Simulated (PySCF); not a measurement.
FNa, SMILES [F][Na] (connectivity only; charge and spin as stated), charge +1, multiplicity 2. The structure is a stationary point at PBE0-D3(BJ)/def2-TZVPD. The multiplicity is an assumed one; other spin states were not compared.

All values below come from PySCF with PBE0-D3(BJ)/def2-TZVPD.

Harmonic wavenumbers (cm⁻¹): 144. Rotational constants (GHz): 7.994 (linear); symmetry number 1.

Task: Work out the zero-point energy and the ideal-gas rigid-rotor harmonic-oscillator thermochemistry at 298.15 K and 1 atm.

Result: ZPE = ½ Σ hcν = ½ × 144 cm⁻¹ = 0.86 kJ/mol. H − E(el) = 11.25 kJ/mol. Entropy in J/(mol K): translation 155.36, rotation 63.65, vibration 11.51, spin 5.76, total 236.28. G − E(el) = -59.19 kJ/mol. Cp = 37.09 J/(mol K). Modes under 150 cm⁻¹ make the vibrational entropy uncertain.
